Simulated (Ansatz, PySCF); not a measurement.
Molecule: sum formula H6Si2O3, net charge 0, singlet state. 
Geometry from a B3LYP-D3(BJ)/def2-TZVP (Ansatz, a quantum-chemistry and plane-wave program) optimisation:
```xyz
11

O     -1.1515     0.5771     1.3434
Si    -0.2910     0.3175    -0.0330
O     -1.3285    -0.1281    -1.2227
O      0.4614     1.7603    -0.3213
Si     1.2439    -1.4378     0.1423
H     -0.8407     1.2728     1.9291
H     -2.1588     0.3516    -1.3052
H      1.0233     1.8354    -1.0967
H      0.5617    -2.7328     0.3725
H      2.1697    -1.1782     1.2731
H      2.0539    -1.5389    -1.0984
```

PBE beside other levels, property by property. Valence correlation only, unless marked. UHF or UKS for open shells. No spin-orbit coupling. No relativistic terms. CBS(X,Y): correlation extrapolated as X^-3; Hartree-Fock from the larger set. The bracket is a focal-point correction in the basis named. Rows marked 298 K are enthalpies with B3LYP-D3(BJ) harmonic zero-point and thermal terms from PySCF. Atomisation energies are electronic, to ground-state atoms; the column to compare with has the core term from cc-pwCVTZ added, other frozen-core levels have none. Vertical energies are electronic, to the SCF solution reached for that spin. The coupled-cluster column (Ansatz) is a level with limits of its own: (a) RI-MP2/CBS(aug-cc-pV(T+d)Z,aug-cc-pV(Q+d)Z)+[CCSD(T)-MP2]/aug-cc-pV(T+d)Z; (b) CCSD(T)/CBS(aug-cc-pV(T+d)Z,aug-cc-pV(Q+d)Z).

```json
[
 {"property": "vertical triplet-singlet gap (eV)", "wB97M-V/def2-TZVPD (Ansatz)": "6.45", "B2PLYP-D3(BJ)/def2-TZVPD (Ansatz + dftd3)": "6.31", "B2PLYP/def2-TZVPD (Ansatz)": "6.31", "coupled cluster": "6.46 (a)"},
 {"property": "O-Si bond dissociation enthalpy, 298 K, to [OH] (HO) + O[Si](O)[SiH3] (kcal/mol)", "wB97M-V/def2-TZVPD (Ansatz)": "132.4", "B2PLYP-D3(BJ)/def2-TZVPD (Ansatz + dftd3)": "129.7", "B2PLYP/def2-TZVPD (Ansatz)": "128.9", "coupled cluster": "134.9 (b)"},
 {"property": "vertical ionisation energy to the doublet (eV)", "wB97M-V/def2-TZVPD (Ansatz)": "10.26", "B2PLYP-D3(BJ)/def2-TZVPD (Ansatz + dftd3)": "10.14", "B2PLYP/def2-TZVPD (Ansatz)": "10.14", "coupled cluster": "10.46 (a)"},
 {"property": "atomisation energy (kcal/mol)", "wB97M-V/def2-TZVPD (Ansatz)": "958.6", "B2PLYP-D3(BJ)/def2-TZVPD (Ansatz + dftd3)": "947.0", "B2PLYP/def2-TZVPD (Ansatz)": "942.2", "coupled cluster": "968.1 (b)"}
]
```

What does PBE/def2-TZVPD (Ansatz) give for each property, and on which side of coupled cluster does it fall?


- vertical triplet-singlet gap: PBE lies 0.77 eV below coupled cluster; PBE gives 5.69 eV.
- O-Si bond dissociation enthalpy, 298 K, to [OH] (HO) + O[Si](O)[SiH3]: PBE lies 9.1 kcal/mol below coupled cluster; PBE gives 125.8 kcal/mol.
- vertical ionisation energy to the doublet: PBE lies 0.77 eV below coupled cluster; PBE gives 9.69 eV.
- atomisation energy: PBE lies 12.2 kcal/mol below coupled cluster; PBE gives 955.9 kcal/mol.
